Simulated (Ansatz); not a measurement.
C2H6BFOS (`CSB(O)CF`), relaxed with RKS PBE0-D4/def2-TZVP in Ansatz from a PBE-D4/def2-SVP geometry. The force threshold is 0.005 eV/Å; the program also tests the step.

Charge 0, multiplicity 1.

Start:

```xyz
12

C     1.338    1.327   -0.402
S     0.419    0.230   -1.545
B    -0.663   -0.739   -0.440
O    -1.507   -1.670   -0.970
C    -0.659   -0.535    1.136
F    -1.564   -1.362    1.786
H     1.929    0.744    0.331
H     2.032    1.924   -1.022
H     0.656    2.016    0.132
H    -1.458   -1.743   -1.941
H    -0.888    0.530    1.390
H     0.365   -0.722    1.545
```

Problem. By how much does the energy fall, and how many steps does the optimiser take? (Estimate.)

Solution. Computed: 4.66 kJ/mol, in 7 steps.

Problem. Which bonds change most? (An estimate is asked.)

Solution. Ansatz gave: C1–S2 from 1.831 to 1.809 Å; C5–H12 from 1.118 to 1.098 Å; C5–H11 from 1.118 to 1.098 Å; C1–H9 from 1.107 to 1.089 Å.

Problem. Give the relaxed structure. (Best estimate.)

Solution. Ansatz gave: 
```xyz
12

C     1.334    1.317   -0.400
S     0.423    0.234   -1.526
B    -0.657   -0.731   -0.439
O    -1.491   -1.655   -0.968
C    -0.652   -0.523    1.127
F    -1.550   -1.350    1.778
H     1.930    0.740    0.307
H     2.004    1.915   -1.016
H     0.661    1.985    0.136
H    -1.448   -1.734   -1.925
H    -0.900    0.515    1.384
H     0.346   -0.714    1.542
```
